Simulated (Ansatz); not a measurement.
Program: Ansatz. Geometries: PBE0-D4/def2-TZVP. ΔE: electronic, gas phase. CBS: MP2 limit from def2 TZ/QZ plus the TZ coupled-cluster correction, frozen cores. DFT in def2-TZVPP. def2 core potentials past Kr. For In outer-core shells are correlated without core-valence functions, which leaves a few kJ/mol of doubt a bond. One conformer a species, not always the lowest.

Reaction (substitution at a C–O bond): `CC[O][InH][Cl]` + `COC(=O)O` → `CCOC(=O)OC` + `[OH][InH][Cl]`

`CC[O][InH][Cl]`:

Z-matrix (Å, degrees):
```
C
C 1 1.513
H 1 1.095 2 110.7
H 1 1.092 2 110.5 3 -120.3
H 1 1.094 2 110.8 3 119.4
O 2 1.410 1 112.1 3 65.1
H 2 1.097 1 109.8 3 -176.5
H 2 1.098 1 109.5 3 -59.3
In 6 1.965 2 122.7 1 -80.6
Cl 9 2.334 6 110.4 2 -6.9
H 9 1.689 6 126.1 2 174.8
```

`COC(=O)O`:

```xyz
9

C    -1.187    0.648   -0.311
O     0.236    0.612   -0.370
C     0.784   -0.443    0.214
O     0.200   -1.335    0.766
O     2.111   -0.355    0.088
H    -1.477    1.562   -0.824
H    -1.613   -0.222   -0.812
H    -1.527    0.667    0.724
H     2.472   -1.136    0.524
```

`CCOC(=O)OC`:

Z-matrix (Å, degrees):
```
C
C 1 1.508
H 1 1.092 2 110.8
H 1 1.093 2 109.7 3 119.5
H 1 1.091 2 110.7 3 -121.2
O 2 1.434 1 111.5 3 56.5
H 2 1.090 1 111.4 3 -59.5
H 2 1.091 1 111.3 3 178.4
C 6 1.327 2 115.6 1 83.3
O 9 1.202 6 126.5 2 1.7
O 9 1.330 6 108.0 2 -178.5
C 11 1.423 9 114.5 6 -179.7
H 12 1.088 11 105.6 9 -180.0
H 12 1.091 11 110.7 9 60.5
H 12 1.091 11 110.7 9 -60.4
```

`[OH][InH][Cl]`:

Z-matrix (Å, degrees):
```
In
O 1 1.968
Cl 1 2.333 2 109.8
H 1 1.688 2 126.8 3 -180.0
H 2 0.961 1 111.6 3 0.0
```

```json
{"level": "PBE0-D4", "ΔE (kcal/mol)": "-2.9"}
{"level": "ωB97M-V", "ΔE (kcal/mol)": "-3.5"}
{"level": "B2PLYP", "ΔE (kcal/mol)": "-3.4"}
{"level": "PBE", "ΔE (kcal/mol)": "-2.9"}
{"level": "MP2/def2-TZVPP", "ΔE (kcal/mol)": "-3.2"}
{"level": "SCS-MP2/def2-TZVPP", "ΔE (kcal/mol)": "-3.3"}
{"level": "MP2/def2-QZVPP", "ΔE (kcal/mol)": "-3.2"}
{"level": "SCS-MP2/def2-QZVPP", "ΔE (kcal/mol)": "-3.3"}
```

**Question.** What does CCSD(T)/CBS give? (Best estimate.)

**Answer.** Computed: -3.2 kcal/mol. The listed levels differ from it by 0.3, -0.3, -0.2, 0.3, 0.0, -0.1, 0.0, -0.1 kcal/mol.

Largest T1 diagnostic among the species: 0.015.
